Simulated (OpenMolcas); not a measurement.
**Cr2+: effect of the metal basis**

Cr2+ with its 6 nearest fluoride ions at 2.182 Å, on the Na site of NaF (a = 4.634 Å, distance in the model lattice 2.317 Å). The rest of the host is ab initio model potentials to 7.6 Å and point charges beyond; the distance is set by hand and nothing relaxes, and no local charge compensation is placed.

* Program: OpenMolcas
* Method: SS-CASPT2, IPEA 0.25 Eh, imaginary shift 0.1 Eh (closed shells correlated: 3s 3p and the ligand valence shells)
* Spin-orbit coupling: state interaction with AMFI integrals over the reference wave functions

Fixed: ligand basis ANO-RCC-VDZP, active space 4 electrons in 5 orbitals (3d), DKH2 Hamiltonian.

States (labels of O, the rotations of Oh). Energies in cm-1 above the lowest state or level, χT in cm3 K/mol.

```tsv
Run	Metal basis	Ground state	First state of that spin	First gap with spin-orbit (degeneracies)	χT at 300 K	First state of another spin	Cost
A	ANO-RCC-VDZP	5E	5T2 9010	6 (1, 3)	2.958	3T1 11350	roughly 5 core-minutes
B	ANO-RCC-VTZP	5E	5T2 8590	6 (1, 3)	2.958	3T1 10900	roughly 10 core-minutes
```

Against A, the first state of the same spin changes by -4.7 % in B.

Costs are those of the CASPT2 steps.

Roots that are degenerate in the reference are averaged as groups; the widest CASPT2 spread within a group is 190 cm-1 (the 3-fold group of multiplicity 1 near 51300 cm-1 above the lowest state of its run, B). Shifts and gaps below about the spread of the groups concerned are not significant. Over all roots computed the reference weight is 0.73 to 0.74 in A, 0.72 to 0.74 in B; a low but even weight reflects the number of correlated electrons. An orbital doublet at a regular site is open to a Jahn-Teller distortion, which this geometry leaves out. Ligand-to-metal charge-transfer states are missing. These CASPT2 states fit no ligand-field parameters well, so their order and spin gaps are uncertain. With no ligand orbital active B as a rule stays too high, so bands that hang on it stand too high and its fall with covalency is understated. With one d shell and no ligand orbital active, 10Dq can be off by tens of per cent for divalent 3d ions, low with halides held by bare charges and at times high in hosts. Free-ion shares, where given, are those of the reference states; single-state CASPT2 does not remix them. No measured value stands beside these numbers; the geometry was set by hand and not optimised.
